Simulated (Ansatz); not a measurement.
Basis-set extrapolation for C₃H₃Cl₂F₃ (`FC(F)(F)CC(Cl)Cl`) (PBE0-D4/def2-TZVP geometry, frozen core, Ansatz 0.2.0). Multiplicity 1, RHF reference.

```csv
,def2-TZVPP,def2-QZVPP
HF,-1332.879669,-1332.922714
MP2 correlation,-1.615969,-1.760316
CCSD(T) correlation,-1.724220,not run
```

Energies in hartree. Use E(X) = E(∞) + A·exp(−7.88·√X) for Hartree–Fock and E(X) = E(∞) + B·X^(−2.97) for correlation, with X = 3 and 4, and add CCSD(T) minus MP2 of the smaller set to the MP2 limit.

Problem. What is the CCSD(T) energy at the basis-set limit?

Solution. HF limit: -1332.922714 + (-0.043045) × 0.13774 = -1332.92864. MP2 limit: -1.760316 + (-0.144347) × 0.74074 = -1.86724. Higher-order term: -1.724220 − (-1.615969) = -0.10825. Total: -1334.90413 hartree, 188.4 kcal/mol below CCSD(T)/def2-TZVPP.
